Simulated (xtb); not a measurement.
C4H9FSi, SMILES C[C@H]1C[C@@]1(F)[SiH3]. All values are semi-empirical tight-binding results from xtb (GFN2-xTB unless named), good for trends rather than for accurate numbers. The structure is a stationary point at GFN2-xTB. The structure was generated by enumeration; whether it is a known compound was not checked.

Optimised geometry:

Bonds (Å): C1–C2 1.506, C1–H7 1.088, C1–H8 1.089, C1–H9 1.087, C2–C3 1.500, C2–C4 1.501, C2–H10 1.085, C3–C4 1.503, C3–H11 1.080, C3–H12 1.080, C4–F5 1.389, C4–Si6 1.897, Si6–H13 1.463, Si6–H14 1.464, Si6–H15 1.460. Bond angles (°): C2–C1–H7 110.6, C2–C1–H8 110.1, C2–C1–H9 110.8, H7–C1–H8 108.3, H7–C1–H9 108.5, H8–C1–H9 108.5, C1–C2–C3 121.0, C1–C2–C4 121.1, C1–C2–H10 113.8, C3–C2–C4 60.1, C3–C2–H10 115.7, C4–C2–H10 114.9, C2–C3–C4 60.0, C2–C3–H11 118.6, C2–C3–H12 118.4, C4–C3–H11 117.5, C4–C3–H12 117.7, H11–C3–H12 114.2, C2–C4–C3 59.9, C2–C4–F5 113.7, C2–C4–Si6 125.9, C3–C4–F5 113.9, C3–C4–Si6 124.2, F5–C4–Si6 110.7, C4–Si6–H13 108.6, C4–Si6–H14 108.1, C4–Si6–H15 107.1, H13–Si6–H14 110.7, H13–Si6–H15 111.4, H14–Si6–H15 110.8.

| Property | Result |
|---|---|
| orbital gap | 5.56 eV |
| dipole moment | 2.27 D |
| zero-point energy | 71.3 kcal/mol |
| G − E(el) at 298.15 K (modified RRHO) | 51.1 kcal/mol |
| static polarisability (D4 model) | 74.8 bohr³ |
| solvation energy, GFN2-xTB/ALPB(water) | -1.8 kcal/mol |
| solvation energy, GFN2-xTB/ALPB(ether) | -5.0 kcal/mol |

Computed atomic charges and the Wiberg bond orders between heavy atoms:
charges (e) C1 -0.11, C2 -0.03, C3 -0.08, C4 0.05, F5 -0.28, Si6 0.45, H7 0.04, H8 0.05, H9 0.04, H10 0.04, H11 0.03, H12 0.05, H13 -0.08, H14 -0.10, H15 -0.08. Bond orders C1–C2 1.02, C2–C3 0.97, C2–C4 0.96, C3–C4 0.96, C4–F5 0.92, C4–Si6 0.86.
